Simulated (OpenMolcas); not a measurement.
# Fe2+: ligand-field states by method

Fe2+ with 6 ligands (oxide) in octahedral coordination (Oh) at 2.29 Å. A charge of +1.67 e stands 2.8 Å behind each ligand. Ligand basis ANO-RCC-VDZP.

```yaml
Program: OpenMolcas 26.06
Basis: ANO-RCC-VDZP [5s4p2d1f]
Scalar_Hamiltonian: DKH2, point nucleus
Active_space: 6 electrons in 5 orbitals (3d)
State_averaging: 2S+1 = 5 even, 5 roots; 2S+1 = 3 even, 45 roots; 2S+1 = 1 even, 50 roots
Spin-orbit_coupling: state interaction with AMFI integrals over the reference wave functions
```

I. CASSCF
II. SS-CASPT2, IPEA 0.25 Eh, imaginary shift 0.1 Eh (closed shells correlated: 3s 3p and the ligand valence shells)

Spin-free states (labels of O, the rotations of Oh) in cm-1, each column counted from its own energy of the first state listed:

| State | Degeneracy | I | II |
| --- | --- | --- | --- |
| 5T2 | 3 | 0 | 0 |
| 5E | 2 | 3630 | 4150 |
| 3T1 | 3 | 20214 | 18620 |
| 3T2 | 3 | 21651 | 19420 |
| 3T1 | 3 | 22971 | 20970 |
| 3E | 2 | 24283 | 22430 |
| 3T1 | 3 | 25506 | 21400 |
| 3T2 | 3 | 26033 | 22610 |
| 3A2 | 1 | 27741 | 23980 |
| 3T1 | 3 | 27749 | 25040 |
| 1A1 | 1 | 28162 | 26830 |
| 3T2 | 3 | 28216 | 24620 |
| 3E | 2 | 29456 | 26760 |
| 1T1 | 3 | 30421 | 28510 |
| 3A1 | 1 | 31077 | 28530 |
| 3T1 | 3 | 31585 | 29920 |
| 1T2 | 3 | 32583 | 29860 |
| 1E | 2 | 34207 | 31140 |
| 1A1 | 1 | 34943 | 31000 |
| 1A2 | 1 | 35365 | 32790 |

From I to II, I's first state of the same spin (5E) moves from 3630 to 4150 cm-1, by about +520 cm-1.

From I to II, I's first state of another spin (3T1) moves from 20214 to 18620 cm-1, by about -1600 cm-1.

χT at 300 K: I 4.25, II 4.22 cm3 K/mol.

Roots that are degenerate in the reference are averaged as groups; the widest CASPT2 spread within a group is 220 cm-1 (the 3-fold group of multiplicity 1 near 44800 cm-1 above the lowest state of its run, II). Shifts and gaps below about the spread of the groups concerned are not significant. Over all roots computed the reference weight is 0.63 to 0.64 in II; a low but even weight reflects the number of correlated electrons. An orbital triplet at a regular site is open to Jahn-Teller coupling, which can distort the site and quench the lowest spin-orbit gaps and is left out. The oxide ions are held by bare point charges, a crude embedding. Ligand-to-metal charge-transfer states are missing. With oxide or sulfide held by bare charges the field of late divalent 3d ions can come out several times too small, and g and χT far too large. Without dynamic correlation the repulsion within the d shell is too large (B by tens of per cent), so at a given field states of lower spin stand too high (holds for I). With no ligand orbital active B as a rule stays too high, so bands that hang on it stand too high and its fall with covalency is understated (holds for I). With metal d orbitals alone and no dynamic correlation the field as a rule comes out too small, by tens of per cent, by up to half for chloride and softer ligands, and with too little covalency χT stands high (holds for I). A single d shell leaves out the double-shell effect, which counts most for late 3d ions, where the CASPT2 field can be off either way by tens of per cent (holds for II). These CASPT2 states fit no ligand-field parameters well, so their order and spin gaps are uncertain (holds for II). For late 3d ions with one d shell CASPT2 can put B and the spin-flip bands somewhat low as well as high (holds for II). With one d shell and no ligand orbital active, 10Dq can be off by tens of per cent for divalent 3d ions, low with halides held by bare charges and at times high in hosts (holds for II). Free-ion shares, where given, are those of the reference states; single-state CASPT2 does not remix them (holds for II). The distance lies 6 % over the 2.16 Å that this model takes as the normal distance (a Shannon-type radius plus a fixed donor radius); by an R⁻⁵ law this alone changes a d-shell field by about -25 %. No measured value stands beside these numbers; the geometry is a model, was not optimised and need not be the one that this ion takes.
